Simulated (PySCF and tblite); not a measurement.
Values are calculated unless marked as measured or tabulated.
C₅H₆OS, numbered as in [SH:1][CH2:2][c:3]1[cH:4][cH:5][cH:6][o:7]1.

Level: TPSS-D3(BJ)/6-31+G*//PBE0-D3(BJ)/def2-SVP, thermal terms from GFN2-xTB, symmetry numbers and mirror pairs counted. Conformers within 3 kcal/mol (GFN2-xTB free energy) were kept, 4 at most. GIAO shieldings: BHandHLYP/pcSseg-1. Shifts are against TMS (¹H), TMS (¹³C) at the same level. Run with PySCF (density fitting) and tblite.

**Question.** What shifts does this protocol give at 298.15 K under fast conformational exchange?

**Answer.** ¹H: 7.35 (H6, 1H), 6.42 (H5, 1H), 6.24 (H4, 1H), 3.42 (H2, 2H) ppm. ¹³C: 161.5 (C3), 149.3 (C6), 118.1 (C5), 114.1 (C4), 26.0 (C2) ppm.

**Question.** How do the conformers differ?

**Answer.** Torsions listed: H1–S1–C2–C3, S1–C2–C3–O7. Of a mirror pair one member is shown.
```tsv
conformer	shape	weight %
1	61°, -72°	54.7
2	62°, 72°	36.6
3	173°, -77°	8.7
```

| signal | 1 | 2 | 3 | average |
| --- | --- | --- | --- | --- |
| H2 | 3.39 | 3.40 | 3.67 | 3.42 |
| H4 | 6.25 | 6.18 | 6.39 | 6.24 |
| H5 | 6.43 | 6.40 | 6.42 | 6.42 |
| H6 | 7.32 | 7.38 | 7.39 | 7.35 |
| C2 | 25.7 | 26.6 | 25.6 | 26.0 |
| C3 | 161.7 | 162.0 | 158.0 | 161.5 |
| C4 | 113.7 | 113.9 | 117.2 | 114.1 |
| C5 | 118.4 | 117.9 | 118.0 | 118.1 |
| C6 | 148.9 | 149.6 | 150.0 | 149.3 |

**Question.** Which signal moves most, for its nucleus, between 180 and 400 K through the change of populations alone?

**Answer.** H2: 3.40 ppm at 180 K, 3.41 ppm at 230 K, 3.42 ppm at 298.15 K, 3.42 ppm at 330 K, 3.43 ppm at 400 K. Exchange is taken as fast throughout; ring flips and hindered rotations can be slow on the NMR time scale at the lower temperatures.

H on N, O and S are left out: they exchange, and hydrogen bonds move them by several ppm. Shifts are unscaled: against experiment ¹³C can be off by 15 ppm or more and ¹H by 0.8 ppm.
